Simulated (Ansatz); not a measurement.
`S=C[SiH2]S` + H₂ → `[SiH3]C=S` + H₂S at 400 K and 1 bar (hydrogenolysis of the Si–S bond).

Program: Ansatz. Geometries: PBE0-D4/def2-TZVP. ΔE: electronic, gas phase. CCSD(T)/CBS adds triple-zeta CCSD(T) − MP2 to the extrapolated MP2 energy (def2 sets, frozen cores). This one scheme is used for every species. One conformer a species, not always the lowest.

```json
{"species": "`S=C[SiH2]S`", "CCSD(T)/CBS energy (Eh)": "-1125.08237", "H − E (kJ/mol)": "143.0", "S (J/(mol·K))": "372.4"}
{"species": "H₂", "CCSD(T)/CBS energy (Eh)": "-1.17544", "H − E (kJ/mol)": "38.0", "S (J/(mol·K))": "139.0"}
{"species": "`[SiH3]C=S`", "CCSD(T)/CBS energy (Eh)": "-727.26865", "H − E (kJ/mol)": "130.0", "S (J/(mol·K))": "321.6"}
{"species": "H₂S", "CCSD(T)/CBS energy (Eh)": "-398.97279", "H − E (kJ/mol)": "53.4", "S (J/(mol·K))": "215.9"}
```

H − E and S are ideal-gas, rigid-rotor, harmonic terms from PBE0-D4/def2-TZVP, for one conformer and one mirror image of each species. The MP2-based limit puts H₂ 0.8 mEh under its directly extrapolated value; such offsets cancel only in part. 1 Eh = 2625.50 kJ/mol, R = 8.31446 J/(mol·K).

Q: By hand: ΔE, ΔH, ΔS and ΔG.

A: ΔE = (-727.26865) + (-398.97279) − (-1125.08237) − (-1.17544) = 0.01637 Eh = 43.0 kJ/mol. Δ(H − E) = 130.0 + 53.4 − 143.0 − 38.0 = 2.4, so ΔH = 45.4 kJ/mol. ΔS = 321.6 + 215.9 − 372.4 − 139.0 = 26.1 J/(mol·K). ΔG = 45.4 − 400 × (26.1)/1000 = 35.0 kJ/mol.

Q: By hand: the equilibrium constant, and the temperature at which ΔG would vanish if ΔH and ΔS stayed fixed.

A: log₁₀ K = −ΔG/(RT ln 10) = -4.6. ΔG = 0 at ΔH/ΔS = 1739 K.

ΔH outweighs TΔS. A doubt of 5 kJ/mol in ΔE shifts log₁₀ K by 0.7 here. Other conformers and mirror images would add mixing entropy, several J/(mol·K) or more a flexible species. Modes under 60 cm⁻¹, often nearly free rotors, make the harmonic entropy too high. These are equilibria of isolated gas molecules and say nothing of rates. Largest T1 diagnostic: 0.015 (customary marks: 0.02 for closed shells, 0.045 for open ones).
